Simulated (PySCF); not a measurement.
Symmetry of computed structures. The calculation used PBE0/pcSseg-1 in PySCF (dipole) on a GFN2-xTB geometry, gas phase. The symmetry is that of the one conformer found, every atom within 0.08 Å of its image; none is proved a minimum here.

**Question.** `[N:1]#[C:2][CH2:3][c:4]1[cH:5][cH:6][cH:7][cH:8][cH:9]1` with C2–C3–C4–C5 -89°: symmetry, top, dipole?

**Answer.** Cs; near-prolate asymmetric top; symmetry number 1; 2 operations, which sort the 16 atoms into 11 sets; dipole 3.97 D, in the ac plane, which is the mirror; heavy atoms equivalent by symmetry: C5/C9, C6/C8.

**Question.** What symmetry has `[CH:1]#[C:2]/[C:3]([CH3:4])=[C:5](\[C:6]#[N:7])[CH:8]=[CH2:9]` with C3–C5–C8–C9 180°, H–C4–C3–C2 0° (nearest H)?

**Answer.** Cs; asymmetric top; symmetry number 1; 2 operations, which sort the 16 atoms into 15 sets; dipole 4.21 D, in the ab plane, which is the mirror.

**Question.** Point group, rotor type and polarity of `C#C/C=C1/C(=C)CC1(F)F`?

**Answer.** Cs; asymmetric top; symmetry number 1; 2 operations, which sort the 16 atoms into 14 sets; dipole 2.24 D, in the ab plane, which is the mirror; A, B, C = 1928, 1144, 826.0 MHz.

**Question.** Point group, rotor type and polarity of `[SiH3:1][NH:2][SiH2:3][CH:4]1[CH2:5][CH2:6][CH2:7]1` with Si1–N2–Si3–C4 -37°, N2–Si3–C4–C5 77°, Si3–C4–C5–C6 104°, C4–C5–C6–C7 12°, C5–C6–C7–C4 -12°, Si3–C4–C7–C6 -105°?

**Answer.** C1; asymmetric top; symmetry number 1; this conformer is chiral (no improper operation); dipole 0.13 D; A, B, C = 3243, 1012, 840.7 MHz.
